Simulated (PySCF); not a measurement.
Simulated C 1s region for BEt2(vinyl), `C=CB(CC)CC`, binding energy against the vacuum level.

Every computed line was given a Gaussian of 0.8 eV full width at half maximum and an area set by the number of equivalent atoms; the highest printed point is 100. Computed with PySCF, delta-SCF UKS SCAN, pcX-2 on the ionised atom, pcseg-1 elsewhere, spin-free X2C.

| binding energy (eV) | intensity |
| --- | --- |
| 288.6 | 0 |
| 288.7 | 1 |
| 288.8 | 2 |
| 288.9 | 4 |
| 289.0 | 7 |
| 289.1 | 13 |
| 289.2 | 21 |
| 289.3 | 33 |
| 289.4 | 47 |
| 289.5 | 62 |
| 289.6 | 76 |
| 289.7 | 86 |
| 289.8 | 94 |
| 289.9 | 97 |
| 290.0 | 99 |
| 290.1 | 99 |
| 290.2 | 100 |
| 290.3 | 100 |
| 290.4 | 98 |
| 290.5 | 91 |
| 290.6 | 81 |
| 290.7 | 67 |
| 290.8 | 51 |
| 290.9 | 36 |
| 291.0 | 23 |
| 291.1 | 14 |
| 291.2 | 8 |
| 291.3 | 4 |
| 291.4 | 2 |
| 291.5 | 1 |
| 291.6 | 0 |

Problem. Count the maxima, the lines and the sites behind this envelope.

Solution. The curve has 1 maximum (at 290.3 eV). Under it lie 4 lines from 4 inequivalent carbon sites. At this width some lines have no maximum of their own.

Problem. Decompose the envelope and assign each component. Bonds: B1–C2, B1–C9, B1–C16, C2–C3, C9–C10, C16–C17. Hydrogens: H4, H5 on C2; H6, H7, H8 on C3; H11, H12 on C9; H13, H14, H15 on C10; H18 on C16; H19, H20 on C17.

Solution. 
| position (eV) | relative area | line | atoms | environment |
| --- | --- | --- | --- | --- |
| 289.72 | 2 | C 1s | C2/C9 | carbon bonded to B, C and 2 H |
| 289.88 | 1 | C 1s | C16 | carbon bonded to B, C and H |
| 290.45 | 2 | C 1s | C3/C10 | carbon bonded to C and 3 H |
| 290.47 | 1 | C 1s | C17 | carbon bonded to C and 2 H |

Problem. What are the centre and the root-mean-square width of the whole band?

Solution. The area-weighted mean of the lines is 290.11 eV. Their own spread about it is 0.35 eV (rms) and each Gaussian has σ = 0.8/2.355 = 0.34 eV; the variances add, which gives 0.49 eV.

Lowest listed C 1s: C2/C9, bonded to C, 2 H and B. Highest, 0.75 eV above it: C17, bonded to C and 2 H. The widest gap between neighbouring values is 0.57 eV, between 289.88 and 290.45 eV. The values 290.45 and 290.47 eV lie too close for their order to be trusted.

The curve has no shake-up lines and no vibrational structure. One atom of each set of topologically equivalent atoms was ionised and stands for the set; in this conformer not all members are related by symmetry, and their own values weren't computed. The structure is a single PBE0-D3(BJ)/def2-SVP conformer in the gas phase; no vibrational or solvent corrections.
